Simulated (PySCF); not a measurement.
## Electron attachment to 2-(trifluoromethyl)benzonitrile

System: 2-(trifluoromethyl)benzonitrile, `N#Cc1ccccc1C(F)(F)F` (C8H4F3N). Non-hydrogen atoms are numbered in `[N:1]#[C:2][c:3]1[cH:4][cH:5][cH:6][cH:7][c:8]1[C:9]([F:10])([F:11])[F:12]`. These are map numbers, not IUPAC locants.

Energies: ωB97X-D3(BJ)/ma-def2-SVP (PySCF, density fitting, integration grid level 2) on PBE0-D3(BJ)/ma-def2-SVP structures. ωB97X-D3(BJ) is ωB97X-V with D3(BJ) in place of VV10. Thermal corrections: GFN2-xTB frequencies, unscaled, ideal gas at 298.15 K and 1 bar, quasi-RRHO entropy. These were taken at the GFN2-xTB minima.

Frontier levels of the parent: HOMO -10.51 eV, LUMO -0.30 eV.

Reduction to the radical anion:
- Vertical electron affinity (electronic): 0.52 eV
- Adiabatic electron affinity (with zero-point energy): 0.87 eV
- Adiabatic, electronic part: 0.77 eV
- Vertical gap at the product's structure: 1.03 eV
- Inner reorganisation energy (four-point): 504 meV
- Relaxation of product / of parent: 250 / 254 meV
- ⟨S²⟩ of the product: 0.773
- Largest spin populations: C6 0.29, C3 0.28, C8 0.24, N1 0.21
- Largest changes of atomic charge: N1 -0.19, C6 -0.15, C3 -0.14, C8 -0.12
- Distances that move most (Å): C3–C8 1.409 → 1.462; C5–C6 1.392 → 1.432; C8–C9 1.511 → 1.475; C2–C3 1.434 → 1.401
- Potential in dichloromethane: 2.51 V absolute (solvation -28 → -183 kJ/mol)

Solvents are IEF-PCM continua (electrostatics only, gas-phase structures); absolute potentials refer to an electron at rest in vacuum.

Measured values (NIST Chemistry WebBook, evaluated or the median of agreeing entries): adiabatic electron affinity 0.70 eV (computed 0.87, difference 0.17).

Note: ma-def2-SVP is a small basis, whose errors can reach tens of kJ/mol.

Run with `OMP_NUM_THREADS=1 python redox_run.py task.json out` on 1 thread of Intel Xeon Platinum 8488C, a shared host. Structures, frequencies and single points: 14 min of wall time.
